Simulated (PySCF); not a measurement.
Species: C6H7B.
SMILES with atom numbers: `[BH:1]1[CH:2]=[CH:3][CH:4]=[CH:5][CH:6]=[CH:7]1` (hydrogens: H8 on B1; H9 on C2; H10 on C3; H11 on C4; H12 on C5; H13 on C6; H14 on C7)

The closed-shell ground state was solved at several levels (PySCF, density fitting, gas phase, non-relativistic). Geometry: PBE0-D3(BJ)/def2-SVP; no solvent, vibrations or thermal averaging.

| level | basis functions | HOMO (eV) | LUMO (eV) | gap (eV) | dipole (D) |
| --- | --- | --- | --- | --- | --- |
| PBE0/def2-SVPD | 196 | -7.18 | -2.08 | 5.10 | 2.23 |
| PBE0/pcSseg-1 | 154 | -7.17 | -2.05 | 5.12 | 2.24 |
| B3LYP/pcJ-1 | 259 | -6.94 | -2.18 | 4.76 | 2.27 |

Q: Estimate the row for KT2/pcSseg-2, a basis of 350 functions; the other rows only guide the guess.

A: HOMO -6.32 eV, LUMO -2.87 eV, gap 3.45 eV, dipole 2.24 D.

Q: Over all these levels, which gives the widest orbital gap and which the narrowest?

A: PBE0/pcSseg-1 (global hybrid, 25 % exact exchange) has the widest, 5.12 eV, and KT2/pcSseg-2 (GGA) the narrowest, 3.45 eV. Functional and basis both differ between the two, so the spread mixes both effects.

Q: How far do the dipole and the HOMO energy spread over the levels?

A: The dipole runs from 2.23 to 2.27 D (mean 2.24 D) and the HOMO from -7.18 to -6.32 eV.
